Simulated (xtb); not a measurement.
isocyanic acid (CHNO), singlet, at a GFN2-xTB geometry; GFN2-xTB in xtb.

The xtb input:
```
$ xtb mol.xyz --gfn 2 --chrg 0 --uhf 0 --json

# file mol.xyz
4

N     -1.09019945     0.19550444     0.26322046
C      0.04813358    -0.04939770     0.01378604
O      1.14545157    -0.10550804    -0.33882666
H     -1.82101787    -0.22808056     0.78535375
```

Q: Write the output that xtb gives for this input, abridged.

A: 
```
   ID    Z sym.   atoms
    1    7 N      1
    2    6 C      2
    3    8 O      3
    4    1 H      4

           -------------------------------------------------
          |                Calculation Setup                |
           -------------------------------------------------

           -------------------------------------------------
          |                 G F N 2 - x T B                 |
           -------------------------------------------------

          ...................................................
          :                      SETUP                      :
          :.................................................:
          :  # basis functions                  13          :
          :  # atomic orbitals                  13          :
          :  # shells                            7          :
          :  # electrons                        16          :
          :  max. iterations                   250          :
          :  Hamiltonian                  GFN2-xTB          :
          :  restarted?                      false          :
          :  GBSA solvation                  false          :
          :  PC potential                    false          :
          :  electronic temp.          300.0000000     K    :
          :  accuracy                    1.0000000          :
          :  -> integral cutoff          0.2500000E+02      :
          :  -> integral neglect         0.1000000E-07      :
          :  -> SCF convergence          0.1000000E-05 Eh   :
          :  -> wf. convergence          0.1000000E-03 e    :
          :  Broyden damping             0.4000000          :
          :  net charge                          0          :
          :  unpaired electrons                  0          :
          ...................................................

 iter      E             dE          RMSdq      gap      omega  full diag
   1     -9.7749618 -0.977496E+01  0.715E+00    6.48       0.0  T
   2     -9.7874089 -0.124471E-01  0.401E+00    6.66       1.0  T
   3     -9.7849550  0.245385E-02  0.197E+00    6.37       1.0  T
   4     -9.7906740 -0.571893E-02  0.269E-01    6.57       1.0  T
   5     -9.7908127 -0.138785E-03  0.561E-02    6.53       1.0  T
   6     -9.7908112  0.157079E-05  0.311E-02    6.53       1.6  T
   7     -9.7908143 -0.313265E-05  0.505E-03    6.52       9.9  T
   8     -9.7908143 -0.233268E-07  0.923E-04    6.52      54.2  T
   9     -9.7908143  0.136389E-08  0.783E-04    6.52      63.9  T

   *** convergence criteria satisfied after 9 iterations ***

         :::::::::::::::::::::::::::::::::::::::::::::::::::::
         ::                     SUMMARY                     ::
         :::::::::::::::::::::::::::::::::::::::::::::::::::::
         :: total energy              -9.638722914811 Eh    ::
         :: gradient norm              0.000034697346 Eh/a0 ::
         :: HOMO-LUMO gap              6.524220391803 eV    ::
         ::.................................................::
         :: SCC energy                -9.790814343982 Eh    ::
         :: -> isotropic ES            0.025179970100 Eh    ::
         :: -> anisotropic ES          0.003112849367 Eh    ::
         :: -> anisotropic XC          0.006307882988 Eh    ::
         :: -> dispersion             -0.001004878269 Eh    ::
         :: repulsion energy           0.152091429170 Eh    ::
         :: add. restraining           0.000000000000 Eh    ::
         :: total charge              -0.000000000000 e     ::
         :::::::::::::::::::::::::::::::::::::::::::::::::::::

           -------------------------------------------------
          |                Property Printout                |
           -------------------------------------------------

    * Orbital Energies and Occupations

         #    Occupation            Energy/Eh            Energy/eV
      -------------------------------------------------------------
         1        2.0000           -0.7525493             -20.4779
         2        2.0000           -0.6866130             -18.6837
         3        2.0000           -0.6038060             -16.4304
         4        2.0000           -0.5897989             -16.0492
         5        2.0000           -0.5878165             -15.9953
         6        2.0000           -0.5495829             -14.9549
         7        2.0000           -0.4583826             -12.4732
         8        2.0000           -0.4504420             -12.2571 (HOMO)
         9                         -0.2106813              -5.7329 (LUMO)
        10                         -0.1801648              -4.9025
        11                          0.0775413               2.1100
        12                          0.4376163              11.9081
        13                          1.2996257              35.3646
      -------------------------------------------------------------
                  HL-Gap            0.2397607 Eh            6.5242 eV
             Fermi-level           -0.3305616 Eh           -8.9950 eV

     #   Z          covCN         q      C6AA      α(0)
     1   7 N        1.772    -0.286    28.233     7.868
     2   6 C        1.766     0.333    23.826     7.892
     3   8 O        0.856    -0.265    19.166     5.870
     4   1 H        0.861     0.219     1.016     1.579

 Mol. C6AA /au·bohr⁶  :        241.364047
 Mol. C8AA /au·bohr⁸  :       5500.885684
 Mol. α(0) /au        :         23.208554

Wiberg/Mayer (AO) data.
largest (>0.10) Wiberg bond orders for each atom

 ---------------------------------------------------------------------------
     #   Z sym  total        # sym  WBO       # sym  WBO       # sym  WBO
 ---------------------------------------------------------------------------
     1   7 N    3.317 --     2 C    2.008     4 H    0.913     3 O    0.396
     2   6 C    3.941 --     1 N    2.008     3 O    1.920
     3   8 O    2.342 --     2 C    1.920     1 N    0.396
     4   1 H    0.952 --     1 N    0.913
 ---------------------------------------------------------------------------

Topologies differ in total number of bonds
Writing topology from bond orders to xtbtopo.mol

molecular dipole:
                 x           y           z       tot (Debye)
 q only:       -0.707      -0.178       0.361
   full:       -0.794      -0.354       0.501       2.549
molecular quadrupole (traceless):
                xx          xy          yy          xz          yz          zz
 q only:       -0.014       0.981      -0.224      -0.682      -0.341       0.238
  q+dip:        0.322       1.716      -0.590      -1.400      -0.621       0.268
   full:       -0.865       1.896       0.072      -0.849      -0.666       0.793

           -------------------------------------------------
          | TOTAL ENERGY               -9.638722914811 Eh   |
          | GRADIENT NORM               0.000034697346 Eh/α |
          | HOMO-LUMO GAP               6.524220391803 eV   |
           -------------------------------------------------

normal termination of xtb
```
